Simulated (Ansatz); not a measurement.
`O[CH2][Zn][F]` and `[CH3][Zn][F]` differ in one atom or group.

Ansatz, PBE0-D4/def2-TZVP geometries, multiplicity 1. Each molecule was computed in one conformer, which needn't be the lowest.

Scalar relativity is left out up to krypton.

```csv
property,`O[CH2][Zn][F]`
zero-point energy (PBE0-D4/def2-TZVP) / kJ/mol,113.6
LUMO energy (ωB97M-V/def2-TZVPP) / eV,0.78
size of the dipole moment (B3LYP/def2-TZVPP) / D,2.72
size of the dipole moment (PBE/def2-TZVPP) / D,2.72
HOMO–LUMO gap (B3LYP/def2-TZVPP) / eV,6.09
HOMO energy (PBE0/def2-TZVPP) / eV,-7.28
```

Question: What does the change do to each property? (An estimate is asked.)

Answer: The calculation gave: 
```json
{"property": "zero-point energy (PBE0-D4/def2-TZVP) / kJ/mol", "`[CH3][Zn][F]`": "98.4", "shift": "-15.2"}
{"property": "LUMO energy (ωB97M-V/def2-TZVPP) / eV", "`[CH3][Zn][F]`": "0.96", "shift": "0.18"}
{"property": "size of the dipole moment (B3LYP/def2-TZVPP) / D", "`[CH3][Zn][F]`": "2.85", "shift": "0.13"}
{"property": "size of the dipole moment (PBE/def2-TZVPP) / D", "`[CH3][Zn][F]`": "2.76", "shift": "0.04"}
{"property": "HOMO–LUMO gap (B3LYP/def2-TZVPP) / eV", "`[CH3][Zn][F]`": "7.75", "shift": "1.66"}
{"property": "HOMO energy (PBE0/def2-TZVPP) / eV", "`[CH3][Zn][F]`": "-8.78", "shift": "-1.50"}
```

With PBE0 the HOMO falls by 1.50 eV and the LUMO rises by 0.17 eV, so the gap widens by about 1.67 eV. PBE moves the HOMO by -1.65 eV and ωB97M-V by -1.49 eV. The zero-point energy changes by -15.2 kJ/mol with -3 modes. Dipoles are sizes alone; their direction can turn.

B3LYP here is the variant with VWN-RPA as its local correlation; programs differ in this.
